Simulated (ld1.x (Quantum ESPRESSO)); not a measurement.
# Which change was made? (O, TM)

| Item | Value |
| --- | --- |
| Element | O (Z = 8) |
| Generator | ld1.x (Quantum ESPRESSO) 7.5 |
| Type | norm-conserving Troullier–Martins (Kleinman–Bylander form) |
| Functional | PBE |
| Relativity | scalar-relativistic |
| Frozen core | [He] |
| Valence charge | 6 |
| Reference configuration | 2s2 2p2 (charge +2) |
| Partial waves | 2s (bound): rc 0.90 bohr; 2p (bound): rc 0.95 bohr; 3d channel at 0.15 Ry: rc 0.85 bohr |
| Local potential | all-electron potential smoothed inside 0.65 bohr (lloc = -1) |
| Core correction | a·sin(br)/r model core, default radius (core density twice the valence density) |

Cutoffs, loose and tight: the cutoffs (Ry, on a coarse ladder) from which the occupation-weighted sum of valence levels, in a spherical-Bessel basis at the reference potential, stays within 10 and 1 mRy of its value at 400 Ry. They do not see the model core or the augmentation charge, which bear on the density cutoff. Test errors are all-electron minus pseudo excitation energies from the reference, over the configurations 2s2 2p4; 2s2 2p3; 2s2 2p1; 2s2 2p3.5; 2s2 2p0; 2s1 2p5; 2s1 2p4; variants that change the core or the reference have their own tests.

The base gives: outcome: generated; cutoff, loose: 120 Ry; cutoff, tight: 200 Ry; bound ghosts: none; largest test error (meV): +289.

Q: After one change the result is: outcome: generated; cutoff, loose: 140 Ry; cutoff, tight: 200 Ry; bound ghosts: none; largest test error (meV): +269. Which change was it?
A. wave 2p (bound): rc 0.95 bohr becomes 2p (bound): rc 0.72 bohr
B. wave 2p (bound): rc 0.95 bohr becomes 2p (bound): rc 0.92 bohr
C. wave 2p (bound): rc 0.95 bohr becomes 2p (bound): rc 0.82 bohr
D. wave 2p (bound): rc 0.95 bohr becomes 2p (bound): rc 1.44 bohr

A: B. The others give: wave 2p (bound): rc 0.95 bohr becomes 2p (bound): rc 0.82 bohr → outcome: generated; cutoff, loose: 160 Ry; cutoff, tight: 260 Ry; bound ghosts: none; largest test error (meV): +189 | wave 2p (bound): rc 0.95 bohr becomes 2p (bound): rc 1.44 bohr → outcome: generated; cutoff, loose: 80 Ry; cutoff, tight: 180 Ry; bound ghosts: none; largest test error (meV): +1061 | wave 2p (bound): rc 0.95 bohr becomes 2p (bound): rc 0.72 bohr → outcome: generated; cutoff, loose: 180 Ry; cutoff, tight: 230 Ry; bound ghosts: none; largest test error (meV): +140.
